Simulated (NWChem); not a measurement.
Program: NWChem. System: CH₃Li, charge 0, spin multiplicity 1, at a geometry optimised with PBE/def2-SVP. The structure started from a generated list of species. Level: G0W0@PBE/def2-SVPD, RI basis def2-svpd-rifit.

Input file:

```
start mol
memory heap 200 mb stack 700 mb global 1700 mb
geometry units angstroms nocenter noautoz
  Li     0.932629    -1.296165     0.000000
  C     -0.223810     0.311052     0.000000
  H     -0.900175     0.375331     0.885897
  H     -0.900175     0.375331    -0.885897
  H      0.345320     1.271524     0.000000
  symmetry group Cs
end
basis spherical
  * library def2-svpd
end
basis "ri basis" bse spherical
  * library def2-svpd-rifit
end
dft
  xc xpbe96 cpbe96
  iterations 100
  direct
  tolerances tight
end
task dft energy
gw
  states alpha occ 4 vir 2
end
task dft gw
```

Part of the output:

```
             Northwest Computational Chemistry Package (NWChem) 7.3.0
             --------------------------------------------------------

                                NWChem Input Module
                                -------------------

 Scaling coordinates for geometry "geometry" by  1.889725989
 (inverse scale =  0.529177249)

 Turning off AUTOSYM since
 SYMMETRY directive was detected!

                             Geometry "geometry" -> ""
                             -------------------------

 Output coordinates in angstroms (scale by  1.889725989 to convert to a.u.)

  No.       Tag          Charge          X              Y              Z
 ---- ---------------- ---------- -------------- -------------- --------------
    1 Li                   3.0000     0.93262900    -1.29616500     0.00000000
    2 C                    6.0000    -0.22381000     0.31105200     0.00000000
    3 H                    1.0000    -0.90017500     0.37533100     0.88589700
    4 H                    1.0000    -0.90017500     0.37533100    -0.88589700
    5 H                    1.0000     0.34532000     1.27152400     0.00000000

 Effective nuclear repulsion energy (a.u.)      16.0466082827

            Nuclear Dipole moment (a.u.)
            ----------------------------
        X                 Y               Z
 ---------------- ---------------- ----------------
    -0.0000056692     0.0000056692     0.0000000000

      Symmetry information
      --------------------

 Group name             Cs
 Group number              2
 Group order               2
 No. of unique centers     4

      Symmetry unique atoms

     1    2    3    5


 Summary of "ao basis" -> "" (spherical)
 ------------------------------------------------------------------------------
       Tag                 Description            Shells   Functions and Types
 ---------------- ------------------------------  ------  ---------------------
 *                         def2-svpd                  on all atoms

 new library libraries.bse/

 Summary of "ri basis" -> "" (spherical)
 ------------------------------------------------------------------------------
       Tag                 Description            Shells   Functions and Types
 ---------------- ------------------------------  ------  ---------------------
 *                      def2-svpd-rifit               on all atoms

  pbe96 is a nonlocal functional; adding pw91lda local functional.

                                 NWChem DFT Module
                                 -----------------

 Summary of "ao basis" -> "ao basis" (spherical)
 ------------------------------------------------------------------------------
       Tag                 Description            Shells   Functions and Types
 ---------------- ------------------------------  ------  ---------------------
 Li                        def2-svpd                 6       12   3s3p
 C                         def2-svpd                 8       20   4s2p2d
 H                         def2-svpd                 4        8   2s2p

 Summary of "ao basis" -> "ao basis" (spherical)
 ------------------------------------------------------------------------------
       Tag                 Description            Shells   Functions and Types
 ---------------- ------------------------------  ------  ---------------------
 Li                        def2-svpd                 6       12   3s3p
 C                         def2-svpd                 8       20   4s2p2d
 H                         def2-svpd                 4        8   2s2p
[...]
     2      0.395343  1 Li s                 18     -0.377916  2 C  py
    16     -0.276918  2 C  s                 17      0.271930  2 C  px
    21     -0.264002  2 C  py                20      0.189961  2 C  px
     1     -0.169579  1 Li s                 14      0.138743  2 C  s
    15      0.121514  2 C  s                 33     -0.100793  3 H  s

 Vector    7  Occ=0.000000D+00  E=-5.676907D-02  Symmetry=a'
              MO Center=  1.5D+00, -2.1D+00, -5.9D-15, r^2= 5.9D+00
   Bfn.  Coefficient  Atom+Function         Bfn.  Coefficient  Atom+Function
  ----- ------------  ---------------      ----- ------------  ---------------
     3      0.516460  1 Li s                  2      0.367628  1 Li s
     8     -0.199511  1 Li py                11     -0.181438  1 Li py
     1     -0.147768  1 Li s                  7      0.143554  1 Li px
    16      0.132858  2 C  s                 10      0.130547  1 Li px
    14     -0.108227  2 C  s                 18      0.093049  2 C  py

 Vector    8  Occ=0.000000D+00  E=-4.640955D-03  Symmetry=a"
              MO Center=  1.0D+00, -1.4D+00,  6.3D-15, r^2= 9.7D+00
   Bfn.  Coefficient  Atom+Function         Bfn.  Coefficient  Atom+Function
  ----- ------------  ---------------      ----- ------------  ---------------
    12      0.776056  1 Li pz                 9      0.324937  1 Li pz
    34     -0.180234  3 H  s                 42      0.180234  4 H  s
     6      0.121120  1 Li pz                33     -0.075695  3 H  s
    41      0.075695  4 H  s                 19     -0.075238  2 C  pz
    56     -0.050281  5 H  pz                29      0.045053  2 C  d -1

 Vector    9  Occ=0.000000D+00  E=-4.640860D-03  Symmetry=a'
              MO Center=  1.0D+00, -1.4D+00, -5.7D-19, r^2= 9.7D+00
   Bfn.  Coefficient  Atom+Function         Bfn.  Coefficient  Atom+Function
  ----- ------------  ---------------      ----- ------------  ---------------
    10      0.629948  1 Li px                11      0.453249  1 Li py
     7      0.263753  1 Li px                50     -0.208119  5 H  s
     8      0.189775  1 Li py                34      0.104052  3 H  s
    42      0.104052  4 H  s                  4      0.098316  1 Li px
    49     -0.087405  5 H  s                  5      0.070740  1 Li py

 center of mass
 --------------
 x =   0.20502725 y =  -0.28494557 z =   0.00000000

 moments of inertia (a.u.)
 ------------------
          56.931366354256          32.834379891640           0.000000000000
          32.834379891640          34.923407760234           0.000000000000
           0.000000000000           0.000000000000          80.556574276897

     Multipole analysis of the density
     ---------------------------------

     L   x y z        total         alpha         beta         nuclear
     -   - - -        -----         -----         ----         -------
     0   0 0 0     -0.000000     -6.000000     -6.000000     12.000000

     1   1 0 0      1.267663      0.633834      0.633834     -0.000006
     1   0 1 0     -1.761815     -0.880910     -0.880910      0.000006
     1   0 0 1      0.000000      0.000000      0.000000      0.000000

     2   2 0 0     -6.398431    -11.501604    -11.501604     16.604778
     2   1 1 0     -3.628745      5.829253      5.829253    -15.287251
     2   1 0 1     -0.000000     -0.000000     -0.000000      0.000000
     2   0 2 0     -3.966118    -15.408781    -15.408781     26.851444
     2   0 1 1     -0.000000     -0.000000     -0.000000      0.000000
     2   0 0 2     -9.009379     -7.307309     -7.307309      5.605239

 Task  times  cpu:        2.2s     wall:        2.2s

                                NWChem Input Module
                                -------------------

                                 NWChem GW Module
                                 ----------------

                             ***********************
                             ***        GW       ***
                             ***********************

 Summary of "ri basis" -> "ri basis" (spherical)
 ------------------------------------------------------------------------------
       Tag                 Description            Shells   Functions and Types
 ---------------- ------------------------------  ------  ---------------------
 Li                     def2-svpd-rifit             14       34   6s6p2d
 C                      def2-svpd-rifit             20       64   7s6p5d2f
 H                      def2-svpd-rifit              9       23   4s3p2d

                 Memory Information
                 ------------------
          Available GA per process is          1700.0 MBs
          Available stack per process is        700.0 MBs
          Available heap per process is           0.0 MBs

          Peak memory in Initialization
              Peak GA per process is                  0.8 MBs
              Peak stack per process is               0.0 MBs
              Peak heap per process is                0.9 MBs
              Memory not in MA per process            0.0 MBs

          Peak memory in AFF Calculation
              Peak GA per process is                  1.6 MBs
              Peak stack per process is               0.7 MBs
              Peak heap per process is                0.0 MBs
              Memory not in MA per process            0.7 MBs

          Computing 2-center integrals
          Computing Inverse Cholesky factor
          Computing 3-center integrals
          Computing V_xc ...

          Computing Sigma_x
          Computing RPA polarizability
          Solving quasiparticle equations

                  Alpha Orbitals
          State     Energy (eV)     Error (eV)
          -----------------------------------
@GW         3        -16.345           0.005
@GW         4         -9.638           0.004
@GW         5         -9.638           0.004
@GW         6         -5.836           0.004
@GW         7         -0.018           0.003
@GW         8          1.308           0.003

   Applying  -1.9341 eV scissor-shift to rest of particle states

   Applying   1.5269 eV scissor-shift to rest of hole states

     GW Timing Statistics
   ------------------------
   Init.   :          0.1s
     ERIs  :          0.3s
     Distr.:          0.0s
     Vxc   :          0.2s
   Sigma_x :          0.0s
   RPA     :          0.0s
   Wmn     :          0.0s
   Sigma_c :          0.0s
   GW total:          0.6s

 Task  times  cpu:        0.6s     wall:        0.6s

 Total times  cpu:        2.8s     wall:        2.8s
```
